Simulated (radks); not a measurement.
Spherical quantum dot in the effective-mass picture: electrons in a well V = -V0 / (1 + exp((r - R)/a)) with V0 = 48.3, R = 1.68, a = 0.13, all in effective atomic units (hartree* = m*/eps^2 hartree, bohr* = eps/m* bohr), one dielectric constant everywhere. Calculated with a radial shooting solver with Libxc functionals: non-relativistic Kohn-Sham, LDA (Slater exchange, Perdew-Wang correlation), spin-polarised, spherical densities. Levels are named by radial order and angular momentum (1s, 1p, 1d, 2s, ...), and open shells are averaged over m. Results are scaled to m* = 0.046 and eps = 7.6, for which hartree* = 21.67 meV and bohr* = 8.743 nm.

N = 2, configuration 1s2. This is the lowest configuration that the search found. Occupied and some empty levels:

level,occupation,eigenvalue (meV),<r> (nm)
1s,2,-966.48,6.980
1p,0,-922.52,8.266
1d,0,-867.10,9.122
2s,0,-840.13,7.296

Energy (meV): total -1974.16, kinetic 74.246, external -2073.4, Hartree 48.526, exchange-correlation -23.574.

Electron density:

r (nm),n(r) (e/nm^3)
0.297,0.001111
1.04,0.001095
1.79,0.001063
2.54,0.001013
3.28,0.0009481
4.03,0.0008695
4.78,0.0007794
5.52,0.0006808
6.27,0.0005774
7.01,0.0004732
7.76,0.0003725
8.51,0.0002796
9.25,0.0001986
10.0,0.0001310
10.7,0.00007980
11.5,0.00004350
12.2,0.00002103
13.0,8.753e-06
13.7,3.033e-06
14.5,8.952e-07
